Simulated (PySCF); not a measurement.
## Os²⁺ (osmium, charge +2): UHF calculation

Configuration: [Xe] 4f14 5d5 6p1, high-spin 7P determinant (an excited configuration). Computed with PySCF 2.14 in aug-cc-pwCVDZ-PP with ECP60MDF, with a scalar-relativistic core potential.

```
Total energy                                                  : -88.990505 hartree
One-electron energy                                           : -143.1041 hartree
Hartree (Coulomb) energy                                      : 62.4018 hartree
Exchange energy                                               : -8.2881 hartree
⟨S²⟩                                                          : 12.0016
⟨L²⟩                                                          : 2.019
Sum of ⟨r⟩                                                    : 20.66 bohr
Sum of ⟨r²⟩                                                   : 38.87 bohr²
Traceless quadrupole moment −½Σ⟨3z² − r²⟩ along its main axis : -4.96 e·bohr²
```

```
shell  electrons  mean orbital energy (eV)  spread (eV)  rms radius, mean of both spins (bohr)
 5s α          1                   -132.70            0                                   1.09
 5s β          1                   -125.38            0                                   1.09
 5p α          3                   -88.527        0.119                                   1.25
 5p β          3                   -78.276        0.539                                   1.25
 5d α          5                   -34.461        0.316                                   1.75
 6p α          1                   -18.251            0                                   3.45
```

Energies and moments cover only the electrons outside the core potential. Spin-orbit coupling, absent here, splits the open shell strongly.
